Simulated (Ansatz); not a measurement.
`BC[SiH2]S` → `BCS` + `[SiH2]` at 500 K and 1 bar (silylene formation by 1,1-elimination).

Isolated molecules relaxed with PBE0-D4/def2-TZVP in Ansatz; ΔE leaves out vibrations. CBS: MP2 limit from def2 TZ/QZ plus the TZ coupled-cluster correction, frozen cores. This one scheme is used for every species. Each species was taken in one conformer, which may not be the lowest.

| species | CCSD(T)/CBS energy (Eh) | H − E (kJ/mol) | S (J/(mol·K)) |
| --- | --- | --- | --- |
| `BC[SiH2]S` | -753.93032 | 243.6 | 415.6 |
| `BCS` | -463.59975 | 181.0 | 347.9 |
| `[SiH2]` | -290.19011 | 48.0 | 226.5 |

H − E and S are ideal-gas, rigid-rotor, harmonic terms from PBE0-D4/def2-TZVP, for one conformer and one mirror image of each species. 1 Eh = 2625.50 kJ/mol, R = 8.31446 J/(mol·K).

Q: By hand: ΔE, ΔH, ΔS and ΔG.

A: ΔE = (-463.59975) + (-290.19011) − (-753.93032) = 0.14046 Eh = 368.8 kJ/mol. Δ(H − E) = 181.0 + 48.0 − 243.6 = -14.6, so ΔH = 354.2 kJ/mol. ΔS = 347.9 + 226.5 − 415.6 = 158.8 J/(mol·K). ΔG = 354.2 − 500 × (158.8)/1000 = 274.8 kJ/mol.

Q: By hand: the equilibrium constant, and the temperature at which ΔG would vanish if ΔH and ΔS stayed fixed.

A: log₁₀ K = −ΔG/(RT ln 10) = -28.7. ΔG = 0 at ΔH/ΔS = 2230 K.

The number of gas molecules changes by +1, which sets the sign of ΔS. A doubt of 5 kJ/mol in ΔE shifts log₁₀ K by 0.5 here. Other conformers and mirror images would add mixing entropy, several J/(mol·K) or more a flexible species. Modes under 60 cm⁻¹, often nearly free rotors, make the harmonic entropy too high. These are equilibria of isolated gas molecules and say nothing of rates. Largest T1 diagnostic: 0.014 (customary marks: 0.02 for closed shells, 0.045 for open ones).
